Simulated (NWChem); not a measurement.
Species: AlBrF2; SMILES [F][Al]([F])[Br]

```xyz
4

Al     0.0000     0.0000    -0.9512
F      0.0000    -1.4286    -1.8019
F      0.0000     1.4286    -1.8019
Br     0.0000     0.0000     1.2800
```
Atoms are numbered in this order, from 1.

Geometry: optimised at PBE-D3(BJ)/def2-SVP.

Symmetry labels are those of C2v in the frame above (b1 and b2, or b-type labels, depend on it).

Task: List the 4 lowest vertical singlet excitations from B3LYP/def2-SVPD, full TDDFT (NWChem).

Result: 
```tsv
state	energy (eV)	oscillator strength	symmetry	leading excitation (squared amplitude)
S1	5.88	0.019	b2	HOMO → LUMO (1.00)
S2	6.05	0.038	b1	HOMO−1 → LUMO (0.99)
S3	6.76	0.000	a2	HOMO → LUMO+1 (1.00)
S4	7.20	0.010	a1	HOMO−1 → LUMO+1 (0.84)
```
